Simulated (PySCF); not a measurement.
C6H15N2 (SMILES CN(C)[CH]CN(C)C), doublet, geometry from GFN2-xTB; PySCF with CCSD(T)/STO-3G.

Here is a job for PySCF.
```python
from pyscf import gto, scf, cc

mol = gto.Mole()
mol.atom = '''
    C     1.516737   -1.178411   -0.516521
    N     1.574715    0.234180   -0.253447
    C     2.900330    0.798488   -0.266136
    C     0.654582    0.791255    0.624930
    C    -0.571201    0.077038    1.038995
    N    -1.450813   -0.326820   -0.078988
    C    -1.884219    0.816947   -0.851584
    C    -2.579629   -1.092958    0.399411
    H     2.091792   -1.391572   -1.419108
    H     1.934373   -1.777391    0.305432
    H     0.478837   -1.460833   -0.677663
    H     2.838552    1.877378   -0.137115
    H     3.536474    0.390383    0.532269
    H     3.374404    0.584407   -1.225744
    H     0.693976    1.865221    0.694668
    H    -0.316612   -0.855101    1.561071
    H    -1.122145    0.720650    1.746475
    H    -2.508867    1.511989   -0.266889
    H    -2.458795    0.471117   -1.710419
    H    -1.004616    1.350341   -1.207038
    H    -3.175465   -1.419783   -0.452720
    H    -3.229522   -0.517965    1.079768
    H    -2.219300   -1.974521    0.929490
'''
mol.basis = 'sto-3g'
mol.charge = 0
mol.spin = 1
mol.verbose = 4
mol.build()

mf = scf.UHF(mol)
mf.kernel()

mycc = cc.CCSD(mf, frozen=8)
mycc.kernel()
et = mycc.ccsd_t()
print('E(CCSD(T)) = %.10f' % (mycc.e_tot + et))
```

The log (banner, timings and long lists left out):

```
PySCF version 2.14.0

[INPUT] verbose = 4
[INPUT] num. atoms = 23
[INPUT] num. electrons = 65
[INPUT] charge = 0
[INPUT] spin (= nelec alpha-beta = 2S) = 1
[INPUT] symmetry False subgroup None
[INPUT] Mole.unit = angstrom
[INPUT] Symbol           X                Y                Z      unit          X                Y                Z       unit  Magmom
[INPUT]  1 C      1.516737000000  -1.178411000000  -0.516521000000 AA    2.866217532994  -2.226874052175  -0.976083227586 Bohr   0.0
[INPUT]  2 N      1.574715000000   0.234180000000  -0.253447000000 AA    2.975780074244   0.442536063851  -0.478945417093 Bohr   0.0
[INPUT]  3 C      2.900330000000   0.798488000000  -0.266136000000 AA    5.480829370860   1.508923633752  -0.502924151887 Bohr   0.0
[INPUT]  4 C      0.654582000000   0.791255000000   0.624930000000 AA    1.236980706070   1.495255244693   1.180946547024 Bohr   0.0
[INPUT]  5 C     -0.571201000000   0.077038000000   1.038995000000 AA   -1.079413452078   0.145580721184   1.963415994792 Bohr   0.0
[INPUT]  6 N     -1.450813000000  -0.326820000000  -0.078988000000 AA   -2.741639227959  -0.617600292030  -0.149265687127 Bohr   0.0
[INPUT]  7 C     -1.884219000000   0.816947000000  -0.851584000000 AA   -3.560657868702   1.543806088285  -1.609260532062 Bohr   0.0
[INPUT]  8 C     -2.579629000000  -1.092958000000   0.399411000000 AA   -4.874792312986  -2.065391285652   0.754777401139 Bohr   0.0
[INPUT]  9 H      2.091792000000  -1.391572000000  -1.419108000000 AA    3.952913989556  -2.629689962613  -2.681725461179 Bohr   0.0
[INPUT] 10 H      1.934373000000  -1.777391000000   0.305432000000 AA    3.655435192753  -3.358782206267   0.577182829678 Bohr   0.0
[INPUT] 11 H      0.478837000000  -1.460833000000  -0.677663000000 AA    0.904870788308  -2.760574283727  -1.280597474751 Bohr   0.0
[INPUT] 12 H      2.838552000000   1.877378000000  -0.137115000000 AA    5.364085870336   3.547730252284  -0.259109797570 Bohr   0.0
[INPUT] 13 H      3.536474000000   0.390383000000   0.532269000000 AA    6.682967306645   0.737716953686   1.005842634596 Bohr   0.0
[INPUT] 14 H      3.374404000000   0.584407000000  -1.225744000000 AA    6.376699393637   1.104369175279  -2.316320458829 Bohr   0.0
[INPUT] 15 H      0.693976000000   1.865221000000   0.694668000000 AA    1.311424577021   3.524756851787   1.312732267499 Bohr   0.0
[INPUT] 16 H     -0.316612000000  -0.855101000000   1.561071000000 AA   -0.598309967751  -1.615906698842   2.949996651001 Bohr   0.0
[INPUT] 17 H     -1.122145000000   0.720650000000   1.746475000000 AA   -2.120546722050   1.361831131668   3.300359433400 Bohr   0.0
[INPUT] 18 H     -2.508867000000   1.511989000000  -0.266889000000 AA   -4.741071512959   2.857245113355  -0.504347115659 Bohr   0.0
[INPUT] 19 H     -2.458795000000   0.471117000000  -1.710419000000 AA   -4.646449146450   0.890282102627  -3.232223468252 Bohr   0.0
[INPUT] 20 H     -1.004616000000   1.350341000000  -1.207038000000 AA   -1.898449100356   2.551774664771  -2.280971241943 Bohr   0.0
[INPUT] 21 H     -3.175465000000  -1.419783000000  -0.452720000000 AA   -6.000759168142  -2.683001026313  -0.855516811113 Bohr   0.0
[INPUT] 22 H     -3.229522000000  -0.517965000000   1.079768000000 AA   -6.102912093258  -0.978811992110   2.040465798069 Bohr   0.0
[INPUT] 23 H     -2.219300000000  -1.974521000000   0.929490000000 AA   -4.193869188247  -3.731303917202   1.756481535522 Bohr   0.0

nuclear repulsion = 412.368937807459
number of shells = 39
number of NR pGTOs = 165
number of NR cGTOs = 55
basis = sto-3g
ecp = {}

******** <class 'pyscf.scf.uhf.UHF'> ********
method = UHF
initial guess = minao
damping factor = 0
level_shift factor = 0
DIIS = <class 'pyscf.scf.diis.CDIIS'>
diis_start_cycle = 1
diis_space = 8
diis_damp = 0
SCF conv_tol = 1e-09
SCF conv_tol_grad = None
SCF max_cycles = 50
direct_scf = True
direct_scf_tol = 1e-13
number electrons alpha = 33  beta = 32
Set gradient conv threshold to 3.16228e-05
init E= -342.254177903201

cycle= 1 E= -340.522684241638  delta_E= 1.73  |g|= 0.269  |ddm|= 4.08
cycle= 2 E= -340.585595473971  delta_E= -0.0629  |g|= 0.083  |ddm|= 0.494
cycle= 3 E= -340.592681817607  delta_E= -0.00709  |g|= 0.0333  |ddm|= 0.163
cycle= 4 E= -340.594562337431  delta_E= -0.00188  |g|= 0.015  |ddm|= 0.0872
cycle= 5 E= -340.595203163284  delta_E= -0.000641  |g|= 0.00563  |ddm|= 0.0605
cycle= 6 E= -340.59528367203  delta_E= -8.05e-05  |g|= 0.00165  |ddm|= 0.0256
cycle= 7 E= -340.595288451774  delta_E= -4.78e-06  |g|= 0.00069  |ddm|= 0.00512
cycle= 8 E= -340.59528930924  delta_E= -8.57e-07  |g|= 0.000299  |ddm|= 0.00225
cycle= 9 E= -340.595289485405  delta_E= -1.76e-07  |g|= 0.000101  |ddm|= 0.00109
cycle= 10 E= -340.595289505516  delta_E= -2.01e-08  |g|= 4.2e-05  |ddm|= 0.000359
cycle= 11 E= -340.595289509137  delta_E= -3.62e-09  |g|= 1.45e-05  |ddm|= 0.000159
cycle= 12 E= -340.59528950956  delta_E= -4.23e-10  |g|= 4.53e-06  |ddm|= 5.36e-05
Extra cycle  E= -340.595289509585  delta_E= -2.47e-11  |g|= 2.76e-06  |ddm|= 8.79e-06
converged SCF energy = -340.595289509585  <S^2> = 0.76025077  2S+1 = 2.0102246

******** <class 'pyscf.cc.uccsd.UCCSD'> ********
CC2 = 0
CCSD nocc = (np.int64(25), np.int64(24)), nmo = (47, 47)
frozen orbitals 8
max_cycle = 50
direct = 0
conv_tol = 1e-07
conv_tol_normt = 1e-06
diis_space = 6
diis_start_cycle = 0
diis_start_energy_diff = 1e+09
Init t2, MP2 energy = -0.385663035304399
Init E_corr(UCCSD) = -0.385663035310954
cycle = 1  E_corr(UCCSD) = -0.467096175361146  dE = -0.0814331401  norm(t1,t2) = 0.109154
cycle = 2  E_corr(UCCSD) = -0.49262624563196  dE = -0.0255300703  norm(t1,t2) = 0.0424684
cycle = 3  E_corr(UCCSD) = -0.508482446106771  dE = -0.0158562005  norm(t1,t2) = 0.0207934
cycle = 4  E_corr(UCCSD) = -0.50854616436241  dE = -6.37182556e-05  norm(t1,t2) = 0.00583576
cycle = 5  E_corr(UCCSD) = -0.508355621639943  dE = 0.000190542722  norm(t1,t2) = 0.00247685
cycle = 6  E_corr(UCCSD) = -0.508351509441847  dE = 4.1121981e-06  norm(t1,t2) = 0.000800341
cycle = 7  E_corr(UCCSD) = -0.508332320188959  dE = 1.91892529e-05  norm(t1,t2) = 0.000231572
cycle = 8  E_corr(UCCSD) = -0.508330534481052  dE = 1.78570791e-06  norm(t1,t2) = 8.89397e-05
cycle = 9  E_corr(UCCSD) = -0.508329487011171  dE = 1.04746988e-06  norm(t1,t2) = 3.94932e-05
cycle = 10  E_corr(UCCSD) = -0.508329431085773  dE = 5.59253982e-08  norm(t1,t2) = 1.44156e-05
cycle = 11  E_corr(UCCSD) = -0.508328858712455  dE = 5.72373317e-07  norm(t1,t2) = 5.3118e-06
cycle = 12  E_corr(UCCSD) = -0.508328393347481  dE = 4.65364975e-07  norm(t1,t2) = 2.42725e-06
cycle = 13  E_corr(UCCSD) = -0.508328199292395  dE = 1.94055085e-07  norm(t1,t2) = 1.19505e-06
cycle = 14  E_corr(UCCSD) = -0.508328181510124  dE = 1.77822719e-08  norm(t1,t2) = 5.56006e-07
UCCSD converged
E(UCCSD) = -341.1036176910949  E_corr = -0.5083281815101236
UCCSD(T) correction = -0.00482064906889686
E(CCSD(T)) = -341.1084383402
```
